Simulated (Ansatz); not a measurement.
C2H6BFS, SMILES `CCB(F)S` from Hartree–Fock to CCSD(T)

Cartesian coordinates in Å:
```
C 1.3264 -0.5965 -0.5426
C -0.0896 -0.7098 0.0231
B -0.7038 0.6605 0.4562
F 0.0340 1.5296 1.1464
S -2.4104 1.0936 0.0582
H 1.7463 -1.5807 -0.7601
H 1.9942 -0.0958 0.1612
H 1.3372 -0.0211 -1.4715
H -0.0697 -1.3359 0.9270
H -0.7484 -1.2289 -0.6786
H -2.4161 2.2848 0.6808
```

Charge 0, multiplicity 1. The geometry is a stationary point of PBE0-D4/def2-TZVP. It is one conformer, not always the lowest. Frozen core, restricted reference, the Gaussian-basis code of Ansatz. CBS rows extrapolate triple and quadruple zeta; past MP2 they add the triple-zeta difference.

| basis | HF (Eh) | MP2 corr. |
| --- | --- | --- |
| def2-SVP | -600.70747 | -0.68541 |
| def2-TZVPP | -601.08184 | -0.87354 |
| def2-QZVPP | -601.10210 | -0.94170 |

Task: Estimate the CCSD correlation energy and the (T) correction in each basis where they were run (hartree).

Result: 
```json
{"basis": "def2-SVP", "CCSD corr.": "-0.73826", "(T)": "-0.01952"}
{"basis": "def2-TZVPP", "CCSD corr.": "-0.92058", "(T)": "-0.03518"}
{"basis": "CBS(def2)", "CCSD corr.": "-1.03922", "(T)": "as TZ"}
```
